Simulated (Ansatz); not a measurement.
FGa (SMILES [F][Ga]), singlet, at a GFN2-xTB geometry (such geometries of metal compounds can be far from the true shape). Base run: SVWN5/def2-TZVP (Ansatz, a quantum-chemistry and plane-wave program).

Geometry (Å):
```xyz
2

Ga     0.0000     0.0000    -0.4048
F      0.0000     0.0000     1.3943
```
Charge 0, spin multiplicity 1.
All else is at Ansatz's defaults.

The base run was repeated with changes; each row names its change, and settings that it needs were set with it.

| change | basis functions | E (Eh) |
|---|---|---|
| base | 79 | -2021.15282 |
| basis = STO-3G | 23 | -1996.71050 |
| basis = 3-21G | 32 | -2011.10631 |
| basis = pcseg-1 | 41 | -2020.89073 |
| basis = pc-1 | 41 | -2021.03245 |
| basis = def2-SVP | 46 | -2020.77410 |
| basis = 6-31G* | 50 | -2020.82825 |
| basis = 6-31G** | 50 | -2020.82825 |
| basis = pcseg-2 | 73 | -2021.20851 |
| basis = pc-2 | 73 | -2021.21494 |
| basis = def2-TZVPP | 79 | -2021.15282 |
| basis = def2-TZVPD | 94 | -2021.15501 |
| basis = def2-QZVP | 132 | -2021.21219 |

Totals compare only among sets that treat the same electrons; sets with core potentials leave the core out.
